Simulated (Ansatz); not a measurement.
Total energies of Ge(GeH3)H3 (Ge₂H₆) from Ansatz at PBE0-D4/def2-TZVPD, gas phase (1 Eh = 27.2114 eV = 2625.5 kJ/mol). The reference geometry is relaxed at PBE0-D4/def2-TZVP.

```
                 state   geometry  energy (Eh)
      charge 0 singlet  reference  -4157.07739
     charge -1 doublet  reference  -4157.03663
free Ge atom (triplet)          –  -2076.65536
 free H atom (doublet)          –     -0.50104
```

(1) Work out the vertical electron affinity, to the doublet.

(2) What is the binding energy per atom against free atoms?

(1) E(charge 0 singlet) − E(charge -1 doublet) = -4157.07739 − (-4157.03663) = -0.04076 Eh = -1.11 eV; negative, so the extra electron isn't bound.

(2) Atoms: 2 × (-2076.65536) + 6 × (-0.50104) = -4156.31696 Eh. Binding: -4156.31696 − (-4157.07739) = 0.76043 Eh = 20.69 eV, or 2.59 eV for each of 8 atoms (no zero-point energy, no counterpoise term).

At PBE0-D4/def2-TZVPD the highest occupied level of the charge -1 doublet lies above zero (up to 2.29 eV). By energy differences it is unbound by 1.11 eV (vertical, against the charge 0 singlet, at PBE0-D4/def2-TZVPD) and held by the finite basis.
